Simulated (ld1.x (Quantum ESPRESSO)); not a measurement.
Configuration tests for phosphorus (PAW)

phosphorus (P), PAW, made with ld1.x (Quantum ESPRESSO) 7.5 (LDA (PZ), scalar-relativistic). Core [Ne], reference 3s2 3p1 (charge +2). Waves: 3s (bound): rcut 1.15, rcutus 1.55 bohr; 3s channel at 1.75 Ry: rcut 1.15, rcutus 1.55 bohr; 3p (bound): rcut 1.50, rcutus 1.60 bohr; 3p channel at -0.25 Ry: rcut 1.50, rcutus 1.60 bohr. Local part: all-electron potential smoothed inside 1.30 bohr (lloc = -1). Core correction: Bessel-smoothed model core, default radius (core density twice the valence density). Augmentation charge: PSQ, inside the norm-conserving radii.

Energies are relative to the spin-unpolarised reference configuration 3s2 3p1; without spin polarisation the order of configurations can differ from experiment. Spin-polarised rows fill each open shell by Hund’s rule, majority spin first. The frozen-core shift is the all-electron ΔE with the core orbitals held at their reference shape minus the fully relaxed ΔE.

Question: Give the all-electron excitation energy and the error of the potential for: 3s2 3p3; 3s2 3p2; 3s2 3p0; 3s1 3p0; 3s2 3p3.3; 3s1 3p4; 3s1 3p3; 3s2 3p1 (spin-polarised); 3s2 3p3 (spin-polarised).

Answer:

```csv
valence configuration,charge,ΔE all-electron (eV),error AE − PS (meV),frozen-core shift (meV)
3s2 3p3,0,-29.070,-5.7,+10.0
3s2 3p2,+1,-19.249,-2.6,+4.5
3s2 3p0,+3,29.895,-14,+15
3s1 3p0,+4,82.084,-88,+93
3s2 3p3.3,-0.3,-30.407,-6.0,+11
3s1 3p4,0,-20.574,-3.7,+6.6
3s1 3p3,+1,-10.177,-1.3,+2.4
3s2 3p1 (spin-polarised),+2,-0.265,-0.3,+0.4
3s2 3p3 (spin-polarised),0,-30.580,-6.5,+12
```
